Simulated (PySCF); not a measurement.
## PySCF run on ZnI

The script input.py:

```python
from pyscf import gto, scf

mol = gto.M(
    atom='Zn 0 0 0; I 0 0 2.441',
    basis='sbkjc',
    ecp={'Zn': 'sbkjc', 'I': 'sbkjc'},
    charge=0,
    spin=1,
    verbose=4,
)
mf = scf.UHF(mol)
mf.kernel()
mf.dip_moment()
print('orbital energies (hartree):', [e[max(0, n-3):n+3].round(4) for e, n in zip(mf.mo_energy, mol.nelec)])
```

```bash
$ OMP_NUM_THREADS=1 python input.py
```

The log (some set-up lines and the per-cycle HOMO/LUMO lines with their warnings removed):

```
PySCF version 2.14.0

[INPUT] verbose = 4
[INPUT] num. atoms = 2
[INPUT] num. electrons = 27
[INPUT] charge = 0
[INPUT] spin (= nelec alpha-beta = 2S) = 1
[INPUT] symmetry False subgroup None
[INPUT] Mole.unit = angstrom
[INPUT] Symbol           X                Y                Z      unit          X                Y                Z       unit  Magmom
[INPUT]  1 Zn     0.000000000000   0.000000000000   0.000000000000 AA    0.000000000000   0.000000000000   0.000000000000 Bohr   0.0
[INPUT]  2 I      0.000000000000   0.000000000000   2.441000000000 AA    0.000000000000   0.000000000000   4.612821470063 Bohr   0.0

nuclear repulsion = 30.350188254322
number of shells = 15
number of NR pGTOs = 82
number of NR cGTOs = 39
basis = sbkjc
ecp = {'Zn': 'sbkjc', 'I': 'sbkjc'}

******** <class 'pyscf.scf.uhf.UHF'> ********
method = UHF
initial guess = minao
damping factor = 0
level_shift factor = 0
DIIS = <class 'pyscf.scf.diis.CDIIS'>
diis_start_cycle = 1
diis_space = 8
diis_damp = 0
SCF conv_tol = 1e-09
SCF conv_tol_grad = None
SCF max_cycles = 50
direct_scf = True
direct_scf_tol = 1e-13
number electrons alpha = 14  beta = 13
Set gradient conv threshold to 3.16228e-05
init E= -226.21348394275

cycle= 1 E= -185.208921946853  delta_E=   41  |g|= 9.49  |ddm|= 17.4

cycle= 2 E= -191.072321206168  delta_E= -5.86  |g|= 9.19  |ddm|= 19.1
cycle= 3 E= -234.590860973655  delta_E= -43.5  |g|= 2.86  |ddm|= 7.99
cycle= 4 E= -229.540442002937  delta_E= 5.05  |g|= 3.23  |ddm|=  3.3
cycle= 5 E= -234.678950342035  delta_E= -5.14  |g|= 2.37  |ddm|= 2.11
cycle= 6 E= -235.144681366452  delta_E= -0.466  |g|= 1.95  |ddm|= 0.421
cycle= 7 E= -236.140166321169  delta_E= -0.995  |g|= 0.345  |ddm|= 1.34
cycle= 8 E= -236.18982828044  delta_E= -0.0497  |g|= 0.0707  |ddm|= 0.463
cycle= 9 E= -236.197788718059  delta_E= -0.00796  |g|= 0.0353  |ddm|= 0.17
cycle= 10 E= -236.200947154895  delta_E= -0.00316  |g|= 0.0114  |ddm|= 0.136
cycle= 11 E= -236.201506776868  delta_E= -0.00056  |g|= 0.00424  |ddm|= 0.0738
cycle= 12 E= -236.201557150523  delta_E= -5.04e-05  |g|= 0.000928  |ddm|= 0.0261
cycle= 13 E= -236.201559477394  delta_E= -2.33e-06  |g|= 0.000232  |ddm|= 0.00463
cycle= 14 E= -236.20155959913  delta_E= -1.22e-07  |g|= 5.27e-05  |ddm|= 0.000988
cycle= 15 E= -236.201559606306  delta_E= -7.18e-09  |g|= 1.25e-05  |ddm|= 0.00028
cycle= 16 E= -236.201559606654  delta_E= -3.48e-10  |g|= 3.73e-06  |ddm|= 5.52e-05
Extra cycle  E= -236.20155960667  delta_E= -1.59e-11  |g|= 2.51e-06  |ddm|= 7.91e-06
converged SCF energy = -236.20155960667  <S^2> = 0.75631119  2S+1 = 2.0063013
Dipole moment(X, Y, Z, Debye):  0.00000,  0.00000, -3.11299
orbital energies (hartree): [array([-0.3664, -0.3664, -0.3103,  0.0379,  0.0379,  0.1052]), array([-0.4189, -0.3629, -0.3629, -0.0061,  0.0707,  0.0707])]
```

In short: E(SCF) = -236.201560 Eh, ⟨S²⟩ = 0.756, μz(SCF) = -3.11 D.

Hardware: Intel Xeon Platinum 8488C, 1 thread, shared host. Wall time 1.2 s.

The bond length is a typed value, not an optimised one. No search for the lowest solution was made.
